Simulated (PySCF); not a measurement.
# Identify the compound

An unknown has the formula C4H9BCl2OSi. Its calculated NMR data are:

$^{1}$H NMR (600 MHz, computed): δ 4.29 (m, 2H), 4.07 (m, 1H), 3.23 (m, 2H), 1.09 (m, 2H), 0.42 (m, 2H).

$^{13}$C{$^{1}$H} NMR (computed): δ 68.7 (CH2), 9.5 (CH2).

Calculated, not measured (PySCF 2.14.0 with density-fitted response routines): PBE0/pcSseg-1 with gauge-including orbitals, geometry from PBE0-D3(BJ)/def2-SVP. Relativity neglected, no solvent model, one averaged value for each set of equivalent atoms, a single conformation.

Shifts are taken against calculated references (same method and geometry level): $^{1}$H (31.27 ppm) and $^{13}$C (184.41 ppm) vs TMS.

**Question.** What is the structure?

**Answer.** 
1. 2 carbon signals for 4 carbons: some carbons are equivalent by symmetry or fast rotation.
2. Carbon types of the structure: 4 × CH2, leaving 1 H on heteroatoms.
3. δC 68.7: sp3 CH2 bonded to O; the inductive effect lowers its shielding.
4. δC 9.5: sp3 CH2 bonded to Si; an electropositive neighbour leaves it electron-rich and shielded.
5. δH 4.29, 3.23: hydrogen on an sp3 CH2 bonded to O; its carbon carries O, hence the downfield position.
6. δH 4.07: hydrogen on a silicon bonded to 2 C, B, in a 6-membered ring.
7. δH 1.09, 0.42: hydrogen on an sp3 CH2 bonded to Si.

Structure: SMILES C1[SiH](B(Cl)Cl)CCOC1.

This is the structure that produced the data.

Shifts are as computed. Against solution values, carbons near 30 ppm lie about +2 ppm off and those near 130 ppm about +5 ppm. Of 1309 compounds with measured shifts, 239 miss one by over three times the rms of a fit or turn the order of signals round; such compounds aren't used in these exercises. No couplings were computed; multiplicities are counted from neighbouring protons, with m where these are inequivalent, close in shift, in a saturated or five-membered ring or joined by F or P, and br s for small geminal =CH2 splittings.
